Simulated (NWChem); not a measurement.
Molecule: SiP3H7; SMILES P[SiH](P)P

```xyz
11

Si    -0.0358     0.0110     0.4957
P     -0.1017    -2.1217    -0.2782
P     -1.8231     1.2151    -0.2169
P      1.8045     1.1251    -0.2362
H     -0.1198    -0.0589     1.9882
H      0.2936    -1.7464    -1.5999
H      1.2327    -2.4373     0.1306
H     -2.7606     0.1701     0.0531
H     -1.6472     0.8348    -1.5837
H      2.7010     0.3777     0.5890
H      1.6688     2.1881     0.7103
```
Atoms are numbered in this order, from 1.

Structure relaxed at the PBE0/def2-SVP level.

Question: Give the principal values of the shielding tensors (ppm) of Si1, P2, P3, P4 from B3LYP/6-31G* (spherical d), GIAO (NWChem), with their diamagnetic and paramagnetic parts as GIAO splits them.

Answer: 
| atom | σ11 | σ22 | σ33 | isotropic | diamagnetic | paramagnetic |
|---|---|---|---|---|---|---|
| Si1 | 363.8 | 411.2 | 440.2 | 405.1 | 882.4 | -477.3 |
| P2 | 519.9 | 572.0 | 605.3 | 565.7 | 966.5 | -400.8 |
| P3 | 533.3 | 573.4 | 637.3 | 581.3 | 966.8 | -385.4 |
| P4 | 517.5 | 582.9 | 636.4 | 578.9 | 966.4 | -387.5 |
